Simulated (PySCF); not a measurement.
Atom-mapped SMILES (the numbers label the heavy atoms): `[CH2:1]=[CH:2][O:3][BH2-:4][NH3+:5]`. Hydrogens are named by the atom that carries them. Ha(C1) is cis to O3; Hb(C1) is trans to O3.

Geometry: PBE0-D3(BJ)/def2-SVP; GIAO absolute shieldings from PySCF 2.14, gas phase, non-relativistic, averaged over equivalent atoms.

At PBE0/pcSseg-0 (61 basis functions, 4.3 s wall time on 1 thread of an Arm Neoverse V1, shared host):
```json
{"atoms": "C2", "σ (ppm)": "24.3"}
{"atoms": "C1", "σ (ppm)": "92.3"}
{"atoms": "O3", "σ (ppm)": "181.3"}
{"atoms": "B4", "σ (ppm)": "110.6"}
{"atoms": "N5", "σ (ppm)": "222.8"}
{"atoms": "H(C2)", "σ (ppm)": "26.16"}
{"atoms": "Ha(C1)", "σ (ppm)": "28.15"}
{"atoms": "H(B4)", "σ (ppm)": "28.48"}
{"atoms": "Hb(C1)", "σ (ppm)": "28.68"}
{"atoms": "H(N5)", "σ (ppm)": "30.98"}
```

Q: Predict the values at WP04/pcSseg-2 on the same geometry.

A: 
```csv
atoms,σ at WP04/pcSseg-2,change
C2,6.1,-18.2
C1,77.7,-14.6
O3,172.5,-8.8
B4,96.6,-14.0
N5,204.0,-18.8
H(C2),25.21,-0.95
Ha(C1),27.40,-0.75
H(B4),29.02,+0.54
Hb(C1),27.78,-0.90
H(N5),28.94,-2.04
```

The largest change is at N5 (donor nitrogen of a Lewis adduct). Cost: 292 basis functions, 39 s wall time on 1 thread of an Arm Neoverse V1, shared host.
